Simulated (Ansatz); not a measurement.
Ansatz (a first-principles code) input (B3LYP-D3(BJ)/def2-TZVP):

Ansatz 0.2 input:
```yaml
crystal:
  periodic: [false, false, false]
  atoms:
    - {symbol: In, position_ang: [0.62818922, 0.31002131, 0.21494592]}
    - {symbol: Br, position_ang: [-0.77838622, 1.45236822, -1.56851971]}
    - {symbol: Br, position_ang: [-0.10107869, -1.88639804, 1.26759542]}
basis:
  gaussian:
    orbitals: def2-TZVP
hamiltonian:
  xc: b3lyp
  dispersion: d3bj
magnetization: {spin_polarized: true, initial_magnetization: 1}
phonons: {temperatures: {t_min: 298.15, t_max: 298.15, t_step: 100}}
```

Output:

```
Functional definition: B3LYP
integrals: 0.11 GiB planned
1209 factors; integrals over basis functions are off by at most 1.8e-4 eV
mean field: 1.49 GiB planned
mean field evaluation 1: about -145271.4270 eV, gradient 1.3e1 eV
mean field evaluation 2: about -145269.7462 eV, gradient 2.2e1 eV
mean field evaluation 4: about -145272.6290 eV, gradient 5.8e-1 eV
mean field evaluation 8: about -145272.6424 eV, gradient 2.2e-2 eV
mean field evaluation 16: about -145272.6424 eV, gradient 6.1e-5 eV
mean field -145272.64241388 eV, -5338.6711393764 hartree, gradient 2.8e-5 eV, S^2 0.753677; 0 other end points of the search recorded, 0 dependent functions left out
the calculation of the forces begins
reference -145272.64264239 eV, -5338.6711477740 hartree; 46, 45 occupied and 100, 101 virtual orbitals, 1209 factors
these checks for a lower state are left out or cut short: stability, starts, cluster_reference, orbital_swaps, neighbouring_geometries, increment
integrals: 0.11 GiB planned
1209 factors; integrals over basis functions are off by at most 1.8e-4 eV
mean field: 1.49 GiB planned
mean field -145272.64239997 eV, -5338.6711388653 hartree, gradient 8.7e-7 eV, S^2 0.753683; 0 other end points of the search recorded, 0 dependent functions left out
the calculation of the forces begins
reference -145272.64262850 eV, -5338.6711472634 hartree; 46, 45 occupied and 100, 101 virtual orbitals, 1209 factors
these checks for a lower state are left out or cut short: stability, starts, cluster_reference, orbital_swaps, neighbouring_geometries, increment
integrals: 0.11 GiB planned
1209 factors; integrals over basis functions are off by at most 1.8e-4 eV
mean field: 1.50 GiB planned
mean field -145272.64239300 eV, -5338.6711386090 hartree, gradient 8.6e-7 eV, S^2 0.753671; 0 other end points of the search recorded, 0 dependent functions left out
the calculation of the forces begins
reference -145272.64262149 eV, -5338.6711470060 hartree; 46, 45 occupied and 100, 101 virtual orbitals, 1209 factors
these checks for a lower state are left out or cut short: stability, starts, cluster_reference, orbital_swaps, neighbouring_geometries, increment
integrals: 0.11 GiB planned
1209 factors; integrals over basis functions are off by at most 1.8e-4 eV
mean field: 1.49 GiB planned
mean field evaluation 32: about -145272.6316 eV, gradient 1.4e-1 eV
mean field -145272.64247310 eV, -5338.6711415528 hartree, gradient 2.9e-6 eV, S^2 0.753686; 0 other end points of the search recorded, 0 dependent functions left out
the calculation of the forces begins
reference -145272.64270164 eV, -5338.6711499514 hartree; 46, 45 occupied and 100, 101 virtual orbitals, 1209 factors
these checks for a lower state are left out or cut short: stability, starts, cluster_reference, orbital_swaps, neighbouring_geometries, increment
integrals: 0.11 GiB planned
1209 factors; integrals over basis functions are off by at most 1.8e-4 eV
mean field: 1.49 GiB planned
mean field -145272.64232496 eV, -5338.6711361088 hartree, gradient 3.0e-6 eV, S^2 0.753668; 0 other end points of the search recorded, 0 dependent functions left out
the calculation of the forces begins
reference -145272.64255344 eV, -5338.6711445053 hartree; 46, 45 occupied and 100, 101 virtual orbitals, 1209 factors
these checks for a lower state are left out or cut short: stability, starts, cluster_reference, orbital_swaps, neighbouring_geometries, increment
integrals: 0.11 GiB planned
1209 factors; integrals over basis functions are off by at most 1.8e-4 eV
mean field: 1.49 GiB planned
mean field -145272.64239710 eV, -5338.6711387599 hartree, gradient 1.6e-6 eV, S^2 0.753672; 0 other end points of the search recorded, 0 dependent functions left out
the calculation of the forces begins
reference -145272.64262560 eV, -5338.6711471570 hartree; 46, 45 occupied and 100, 101 virtual orbitals, 1209 factors
these checks for a lower state are left out or cut short: stability, starts, cluster_reference, orbital_swaps, neighbouring_geometries, increment
integrals: 0.11 GiB planned
1209 factors; integrals over basis functions are off by at most 1.8e-4 eV
mean field: 1.49 GiB planned
mean field -145272.64242005 eV, -5338.6711396032 hartree, gradient 1.6e-6 eV, S^2 0.753681; 0 other end points of the search recorded, 0 dependent functions left out
the calculation of the forces begins
reference -145272.64264857 eV, -5338.6711480013 hartree; 46, 45 occupied and 100, 101 virtual orbitals, 1209 factors
Total energy: -145272.82518797 eV, -5338.6778562002 hartree
Atom 0 at     0.628189     0.310021     0.214946 Å, force    -0.000523    -0.000258    -0.000179 eV/Å
Atom 1 at    -0.778386     1.452368    -1.568520 Å, force     0.000306    -0.000091     0.000276 eV/Å
Atom 2 at    -0.101079    -1.886398     1.267595 Å, force     0.000217     0.000349    -0.000097 eV/Å
Dipole moment:     0.423713     0.209109     0.144981 e Å
Vibrations: 50.95 193.62 234.44 cm⁻¹, zero-point energy 0.029695 eV
```

It need not be the lowest isomer of its formula.
